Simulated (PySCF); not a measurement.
CH4N (SMILES [CH2]N), doublet, at a GFN2-xTB geometry; DF-SVWN5/aug-cc-pVTZ in PySCF.

Here is a job for PySCF.
```python
from pyscf import gto, scf, dft
import numpy

mol = gto.Mole()
mol.atom = '''
    C     0.119698    0.720717   -0.007638
    N    -0.084842   -0.657662    0.006840
    H    -0.519385   -1.000904    0.852403
    H    -0.528370   -1.017213   -0.827202
    H     0.466667    1.157685    0.909412
    H     0.456791    1.139761   -0.936660
'''
mol.basis = 'aug-cc-pvtz'
mol.charge = 0
mol.spin = 1
mol.verbose = 4
mol.build()
print('smallest overlap eigenvalue', numpy.linalg.eigvalsh(mol.intor('int1e_ovlp'))[0])

mf = dft.UKS(mol)
mf.xc = 'lda,vwn'
mf = mf.density_fit(auxbasis='def2-universal-jkfit')
mf = scf.addons.remove_linear_dep_(mf, threshold=1e-3, lindep=1e-3)
mf.kernel()
```

Task: Predict the main parts of the log of this PySCF run.

Result: 
```
PySCF version 2.14.0

[INPUT] verbose = 4
[INPUT] num. atoms = 6
[INPUT] num. electrons = 17
[INPUT] charge = 0
[INPUT] spin (= nelec alpha-beta = 2S) = 1
[INPUT] symmetry False subgroup None
[INPUT] Mole.unit = angstrom
[INPUT] Symbol           X                Y                Z      unit          X                Y                Z       unit  Magmom
[INPUT]  1 C      0.119698000000   0.720717000000  -0.007638000000 AA    0.226196437658   1.361957743318  -0.014433728139 Bohr   0.0
[INPUT]  2 N     -0.084842000000  -0.657662000000   0.006840000000 AA   -0.160328143860  -1.242801062534   0.012925726692 Bohr   0.0
[INPUT]  3 H     -0.519385000000  -1.000904000000   0.852403000000 AA   -0.981495403207  -1.891434436982   1.610808217758 Bohr   0.0
[INPUT]  4 H     -0.528370000000  -1.017213000000  -0.827202000000 AA   -0.998474592436  -1.922253980347  -1.563185229692 Bohr   0.0
[INPUT]  5 H      0.466667000000   1.157685000000   0.909412000000 AA    0.881872821372   2.187707588517   1.718539614393 Bohr   0.0
[INPUT]  6 H      0.456791000000   1.139761000000  -0.936660000000 AA    0.863209886166   2.153836137460  -1.770030871835 Bohr   0.0

nuclear repulsion = 37.2572989975145
number of shells = 62
number of NR pGTOs = 216
number of NR cGTOs = 184
basis = aug-cc-pvtz
ecp = {}
input.py:23: DeprecationWarning: remove_linear_dep_ is deprecated and will be removed in a future release. Linear dependency handling is now built into the SCF procedure by default. Linear dependency removal can be controlled using the following settings:
  pyscf.scf.hf.remove_overlap_zero_eigenvalue = True
  pyscf.scf.hf.overlap_zero_eigenvalue_threshold = 1e-6

  mf = scf.addons.remove_linear_dep_(mf, threshold=1e-3, lindep=1e-3)
smallest overlap eigenvalue 5.789905812624139e-05
Applying remove_linear_dep_ on SCF object.
Using canonical orthogonalization with threshold 0.001

******** <class 'pyscf.df.df_jk.DFUKS'> ********
method = DFUKS
initial guess = minao
damping factor = 0
level_shift factor = 0
DIIS = <class 'pyscf.scf.diis.CDIIS'>
diis_start_cycle = 1
diis_space = 8
diis_damp = 0
SCF conv_tol = 1e-09
SCF conv_tol_grad = None
SCF max_cycles = 50
direct_scf = False
number electrons alpha = 9  beta = 8
XC library pyscf.dft.libxc version 7.1.2
    S. Lehtola, C. Steigemann, M. J. T. Oliveira, and M. A. L. Marques,  SoftwareX 7, 1–5 (2018)
XC functionals = lda,vwn
    P. A. M. Dirac,  Math. Proc. Cambridge Philos. Soc. 26, 376 (1930)
    F. Bloch,  Z. Phys. 57, 545 (1929)
    S. H. Vosko, L. Wilk, and M. Nusair,  Can. J. Phys. 58, 1200 (1980)
radial grids:
    Treutler-Ahlrichs [JCP 102, 346 (1995); DOI:10.1063/1.469408] (M4) radial grids

becke partition: Becke, JCP 88, 2547 (1988); DOI:10.1063/1.454033
pruning grids: <function nwchem_prune>
grids dens level: 3
symmetrized grids: False
atomic radii adjust function: <function treutler_atomic_radii_adjust>
small_rho_cutoff = 0
Set gradient conv threshold to 3.16228e-05
tot grids = 67256
init E= -94.4050120834889

cycle= 1 E= -94.3590256237821  delta_E= 0.046  |g|= 0.274  |ddm|= 1.21
cycle= 2 E= -94.2918696489464  delta_E= 0.0672  |g|= 0.462  |ddm|= 0.511
cycle= 3 E= -94.3985624502247  delta_E= -0.107  |g|= 0.0327  |ddm|= 0.37
cycle= 4 E= -94.3985090315552  delta_E= 5.34e-05  |g|= 0.0358  |ddm|= 0.0281
cycle= 5 E= -94.399078070026  delta_E= -0.000569  |g|= 0.006  |ddm|= 0.0165
cycle= 6 E= -94.3990943551058  delta_E= -1.63e-05  |g|= 0.000695  |ddm|= 0.00272
cycle= 7 E= -94.3990945790397  delta_E= -2.24e-07  |g|= 0.000531  |ddm|= 0.000743
cycle= 8 E= -94.3990946687441  delta_E= -8.97e-08  |g|= 0.000353  |ddm|= 0.000204
cycle= 9 E= -94.3990946757649  delta_E= -7.02e-09  |g|= 0.00033  |ddm|= 0.000104
cycle= 10 E= -94.3990946545354  delta_E= 2.12e-08  |g|= 0.000386  |ddm|= 0.000122
cycle= 11 E= -94.3990946881683  delta_E= -3.36e-08  |g|= 0.000241  |ddm|= 0.000162
cycle= 12 E= -94.3990946042386  delta_E= 8.39e-08  |g|= 0.000512  |ddm|= 0.000252
cycle= 13 E= -94.3990946126307  delta_E= -8.39e-09  |g|= 0.000485  |ddm|= 9.53e-05
cycle= 14 E= -94.3990946214954  delta_E= -8.86e-09  |g|= 0.000484  |ddm|= 0.000106
cycle= 15 E= -94.3990946227281  delta_E= -1.23e-09  |g|= 0.000476  |ddm|= 6.28e-05
cycle= 16 E= -94.3990946163897  delta_E= 6.34e-09  |g|= 0.00049  |ddm|= 3.3e-05
cycle= 17 E= -94.3990946153196  delta_E= 1.07e-09  |g|= 0.000496  |ddm|= 3.5e-05
cycle= 18 E= -94.3990946230808  delta_E= -7.76e-09  |g|= 0.000479  |ddm|= 5.72e-05
cycle= 19 E= -94.3990946243397  delta_E= -1.26e-09  |g|= 0.000471  |ddm|= 7.55e-05
cycle= 20 E= -94.3990947095122  delta_E= -8.52e-08  |g|= 0.000203  |ddm|= 0.000199
cycle= 21 E= -94.3990946243374  delta_E= 8.52e-08  |g|= 0.000471  |ddm|= 0.000208
cycle= 22 E= -94.3990946202741  delta_E= 4.06e-09  |g|= 0.000474  |ddm|= 3.85e-05
cycle= 23 E= -94.3990946366793  delta_E= -1.64e-08  |g|= 0.00044  |ddm|= 7.55e-05
cycle= 24 E= -94.3990946243783  delta_E= 1.23e-08  |g|= 0.000472  |ddm|= 7.14e-05
cycle= 25 E= -94.3990946271619  delta_E= -2.78e-09  |g|= 0.000463  |ddm|= 2.88e-05
cycle= 26 E= -94.3990946074389  delta_E= 1.97e-08  |g|= 0.000499  |ddm|= 0.000112
cycle= 27 E= -94.3990946129557  delta_E= -5.52e-09  |g|= 0.000489  |ddm|= 4.06e-05
cycle= 28 E= -94.3990945912394  delta_E= 2.17e-08  |g|= 0.000531  |ddm|= 4.66e-05
cycle= 29 E= -94.3990946737991  delta_E= -8.26e-08  |g|= 0.00034  |ddm|= 0.000465
cycle= 30 E= -94.3990946233274  delta_E= 5.05e-08  |g|= 0.000457  |ddm|= 0.00042
cycle= 31 E= -94.3990946174318  delta_E= 5.9e-09  |g|= 0.000483  |ddm|= 0.000139
cycle= 32 E= -94.3990946233741  delta_E= -5.94e-09  |g|= 0.00046  |ddm|= 9e-05
cycle= 33 E= -94.399094622846  delta_E= 5.28e-10  |g|= 0.000475  |ddm|= 9.62e-05
cycle= 34 E= -94.3990946239592  delta_E= -1.11e-09  |g|= 0.00047  |ddm|= 4.31e-05
cycle= 35 E= -94.3990946165368  delta_E= 7.42e-09  |g|= 0.000487  |ddm|= 3.04e-05
cycle= 36 E= -94.3990946150933  delta_E= 1.44e-09  |g|= 0.00049  |ddm|= 2.93e-05
cycle= 37 E= -94.3990946388426  delta_E= -2.37e-08  |g|= 0.000425  |ddm|= 0.000103
cycle= 38 E= -94.399094666714  delta_E= -2.79e-08  |g|= 0.000349  |ddm|= 0.000398
cycle= 39 E= -94.3990946128101  delta_E= 5.39e-08  |g|= 0.000469  |ddm|= 0.000383
cycle= 40 E= -94.3990946467904  delta_E= -3.4e-08  |g|= 0.000394  |ddm|= 0.000128
cycle= 41 E= -94.3990945730465  delta_E= 7.37e-08  |g|= 0.000538  |ddm|= 0.00017
cycle= 42 E= -94.3990946089097  delta_E= -3.59e-08  |g|= 0.000488  |ddm|= 9.27e-05
cycle= 43 E= -94.3990945927206  delta_E= 1.62e-08  |g|= 0.000506  |ddm|= 8.17e-05
cycle= 44 E= -94.3990946169744  delta_E= -2.43e-08  |g|= 0.000476  |ddm|= 0.000101
cycle= 45 E= -94.3990946371736  delta_E= -2.02e-08  |g|= 0.000432  |ddm|= 5.55e-05
cycle= 46 E= -94.3990946188276  delta_E= 1.83e-08  |g|= 0.000474  |ddm|= 8.85e-05
cycle= 47 E= -94.3990946806959  delta_E= -6.19e-08  |g|= 0.000294  |ddm|= 0.000242
cycle= 48 E= -94.3990945835689  delta_E= 9.71e-08  |g|= 0.000515  |ddm|= 0.000302
cycle= 49 E= -94.3990945895175  delta_E= -5.95e-09  |g|= 0.000502  |ddm|= 0.000104
cycle= 50 E= -94.3990946097638  delta_E= -2.02e-08  |g|= 0.000474  |ddm|= 8.37e-05
SCF not converged.
SCF energy = -94.3990946097638 after 50 cycles  <S^2> = 0.75179372  2S+1 = 2.0017929
```

The run did not converge; its last values are not results.
